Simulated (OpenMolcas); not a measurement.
Ni2+ with its 6 nearest fluoride ions at 2.062 Å, on the Y site of Cs2NaYF6 (a = 9.075 Å, distance in the model lattice 2.178 Å). The rest of the host is ab initio model potentials to 7.6 Å, with orthogonalisation functions on the cations behind the ligands, and point charges beyond; the distance is set by hand and nothing relaxes, and no local charge compensation is placed. Ligand basis ANO-RCC-VDZP.

```
Program             : OpenMolcas 26.06
Method              : SS-CASPT2, IPEA 0.25 Eh, imaginary shift 0.1 Eh (closed shells correlated: 3s 3p and the ligand valence shells)
Basis               : ANO-RCC-VTZP [6s5p3d2f1g]
Scalar Hamiltonian  : DKH2, point nucleus
Active space        : 8 electrons in 5 orbitals (3d)
State averaging     : 2S+1 = 3 even, 10 roots; 2S+1 = 1 even, 15 roots
Spin-orbit coupling : state interaction with AMFI integrals over the reference wave functions
```

What is the spin-free ground state (labels of O, the rotations of Oh)?

3A2, 1-fold in its orbital part, 100 % from free-ion F terms; it has the highest spin that d8 allows.

Where is the first state of the same spin?

3T2 at 7300 cm-1 above the ground state.

What are the lowest two levels with spin-orbit coupling?

A 3-fold level T2, then a 2-fold level E 6980 cm-1 above it. Their leading multiplicities are 3 (100 %) and 3 (99 %).

What is χT at 300 K, and how does it compare with the textbook value?

The lowest level has 2S+1 = 3, for which the spin-only value is χT = S(S+1) / 2 = 1.000 cm3 K/mol (g = 2). The computed 1.421 at 300 K differs by +0.421, through orbital momentum, spin-orbit coupling and any other state in reach.

Roots that are degenerate in the reference are averaged as groups; the widest CASPT2 spread within a group is 45 cm-1 (the 3-fold group of multiplicity 3 near 11600 cm-1 above the lowest state of its run). Shifts and gaps below about the spread of the groups concerned are not significant. Over all roots computed the reference weight is 0.71 to 0.72; a low but even weight reflects the number of correlated electrons. A single d shell leaves out the double-shell effect, which counts most for late 3d ions, where the CASPT2 field can be off either way by tens of per cent. Ligand-to-metal charge-transfer states are missing. These CASPT2 states fit no ligand-field parameters well, so their order and spin gaps are uncertain. For late 3d ions with one d shell CASPT2 can put B and the spin-flip bands somewhat low as well as high. With one d shell and no ligand orbital active, 10Dq can be off by tens of per cent for divalent 3d ions, low with halides held by bare charges and at times high in hosts, and the orbital part of g and χT goes as 1/10Dq. Free-ion shares, where given, are those of the reference states; single-state CASPT2 does not remix them. No measured value stands beside these numbers; the geometry was set by hand and not optimised.
